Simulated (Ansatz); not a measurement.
Total energies of C$_{5}$H$_{12}$ClFNNb, SMILES `CC(C)(C)[N]=[Nb]([CH3])([F])[Cl]`.

Cartesian coordinates in Å:
```
C 0.2373 -1.8481 -0.5828
C -0.3776 -0.8619 0.4080
C 0.3968 -0.8744 1.7241
C -1.8473 -1.1991 0.6516
N -0.3014 0.4580 -0.1542
Nb -0.3140 2.0489 -0.8353
C 1.7796 2.4127 -1.0978
F -0.9950 3.2526 0.4333
Cl -1.3305 1.9549 -2.9087
H 1.2829 -1.5975 -0.7721
H -0.3014 -1.8216 -1.5318
H 0.1913 -2.8645 -0.1843
H -0.0314 -0.1573 2.4270
H 1.4427 -0.6107 1.5549
H 0.3594 -1.8688 2.1754
H -2.4069 -1.1677 -0.2852
H -2.2938 -0.4852 1.3465
H -1.9388 -2.2013 1.0772
H 2.2112 1.6662 -1.7712
H 2.3127 2.3551 -0.1444
H 1.9243 3.4098 -1.5304
```

Charge 0, multiplicity 1. Correlated methods include outer-core shells of Nb, which these sets cover unevenly. Nb: def2 effective core potential. Geometry: relaxed with PBE0-D4/def2-TZVP. Basis def2-TZVPP, the Gaussian-basis code of Ansatz.

RPA on PBE orbitals: Hartree–Fock energy of these orbitals -866.28086 Eh, correlation -3.14821 Eh (frozen core).

```csv
functional,energy without D4 (Eh),D4 term (kJ/mol)
LDA (SPW92),-865.34461,–
PBE,-869.28372,-57.6
revPBE,-869.73636,-163.6
BLYP,-869.71837,-121.7
r2SCAN,-869.69808,-16.2
B97M-V,-869.74168,–
PBE0,-869.31064,-49.9
B3LYP,-869.92591,-91.1
r2SCANh,-869.65670,-17.2
r2SCAN0,-869.59735,-18.8
HSE06 (plane-wave form),-869.28302,-46.8
BHLYP,-869.55951,-70.6
CAM-B3LYP,-869.68135,-51.1
LC-ωPBE,-869.54690,–
ωB97X-V,-869.66661,–
ωB97M-V,-869.60546,–
B2PLYP,-869.39028,–
PBE-QIDH,-869.13185,–
```

B3LYP takes the VWN-RPA correlation (the form of Gaussian; ORCA's B3LYP/G). HSE06 is the plane-wave form, built on full-range PBE exchange. The double hybrids freeze the cores in their second-order part.

LC-ωPBE has ω = 0.4 bohr⁻¹.
